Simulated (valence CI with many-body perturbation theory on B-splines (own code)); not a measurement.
## Level structure of Pt⁷²⁺

Level of theory: configuration interaction combined with many-body perturbation theory (CI+MBPT): four valence electrons over a frozen Dirac-Fock core [He], radial functions for each j: 11 s, 11 p, 9 d, 7 f, 5 g, 2 h, 1 i, with the one-electron correlation potential Σ1, the two-electron term Σ2, the three-electron term Σ3, Breit, model QED; selected CI, second order for the rest (own B-spline code, finite nucleus).

No measured spectrum was set against this ion. As an estimate, large intervals hold to a few tenths of a per cent, small ones and those within an open d or f shell to about a per cent. Among the levels kept, up to 310 cm⁻¹ of a level comes from second order outside the variational space, and about a tenth of that is noise between levels of different J, which matters for small intervals.

Levels 91 to 115 of 115, with energies above the lowest level, (2s^2 2p1/2^2) J=0. "Leading %" is the weight of the configuration and term that name the level; weights of strongly mixed levels are sums over their largest components and can fall short. In the jj column 3d3/2^4 stands for four electrons in 3d with j = 3/2. Lifetimes count E1, E2, E3, M1 and M2 decay at the calculated energies, and are blank where another channel may lead or the interval is too uncertain; long ones can be off by a factor of two.

```csv
No.,Configuration,Term,J,E (Ry),Leading %,Leading jj,g,Lifetime
91,2s 2p2 3d,3G,4,1076.1,34,2s 2p1/2 2p3/2 3d3/2 (98 %),1.122,21.8 fs
92,2s 2p2 3d,3D,3,1076.7,33,2s 2p1/2 2p3/2 3d3/2 (99 %),1.229,483 as
93,2s 2p2 3p,3P°,0,1077.1,79,2s 2p1/2 2p3/2 3p3/2 (100 %),,29.7 fs
94,2s 2p2 3p,1D°,2,1077.3,42,2s 2p1/2 2p3/2 3p3/2 (99 %),1.087,3.42 fs
95,2s 2p2 3d,3D,2,1077.3,34,2s 2p1/2 2p3/2 3d3/2 (99 %),1.300,423 as
96,2s 2p2 3p,3S°,1,1077.4,32,2s 2p1/2 2p3/2 3p3/2 (99 %),1.369,3.14 fs
97,2s 2p2 3p,3P°,1,1077.9,50,2s 2p1/2 2p3/2 3p3/2 (99 %),1.181,16.1 fs
98,2s 2p2 3d,3P,1,1078.1,33,2s 2p1/2 2p3/2 3d3/2 (99 %),1.738,408 as
99,2s 2p2 3d,3F,2,1081.4,70,2s 2p1/2 2p3/2 3d3/2 (94 %),0.844,3.86 fs
100,2s 2p2 3d,3G,3,1081.8,48,2s 2p1/2 2p3/2 3d3/2 (100 %),0.882,6.40 fs
101,2s 2p2 3d,3D,1,1082.0,33,2s 2p1/2 2p3/2 3d3/2 (94 %),0.696,1.53 fs
102,2s 2p2 3d,5D,4,1082.4,45,2s 2p1/2 2p3/2 3d5/2 (100 %),1.364,19.6 fs
103,2s 2p2 3d,3D,1,1083.5,54,2s 2p1/2 2p3/2 3d3/2 (94 %),0.894,445 as
104,2s 2p2 3d,3F,2,1083.6,32,2s 2p1/2 2p3/2 3d3/2 (90 %),0.990,458 as
105,2s 2p2 3d,3P,0,1084.4,81,2s 2p1/2 2p3/2 3d3/2 (99 %),,336 as
106,2s 2p2 3d,3P,2,1084.6,29,2s 2p1/2 2p3/2 3d5/2 (88 %),1.297,519 as
107,2s 2p2 3d,3F,3,1084.8,41,2s 2p1/2 2p3/2 3d5/2 (98 %),1.293,380 as
108,2s 2p2 3d,3G,5,1085.4,64,2s 2p1/2 2p3/2 3d5/2 (100 %),1.241,4.28 ps
109,2s 2p2 3d,3D,1,1086.4,53,2s 2p1/2 2p3/2 3d5/2 (92 %),0.982,490 as
110,2s 2p2 3d,3D,3,1087.4,59,2s 2p1/2 2p3/2 3d5/2 (99 %),1.247,540 as
111,2s 2p2 3d,3F,4,1087.7,59,2s 2p1/2 2p3/2 3d5/2 (98 %),1.199,411 as
112,2s 2p2 3d,1D,2,1088.2,40,2s 2p1/2 2p3/2 3d5/2 (96 %),1.132,585 as
113,2s 2p2 3d,1P,1,1089.2,46,2s 2p1/2 2p3/2 3d5/2 (96 %),1.001,527 as
114,2s 2p2 3d,3P,0,1089.7,52,2s 2p1/2 2p3/2 3d5/2 (98 %),,497 as
115,2s 2p2 3d,3D,3,1092.0,41,2s 2p1/2 2p3/2 3d5/2 (98 %),1.231,2.01 fs
```
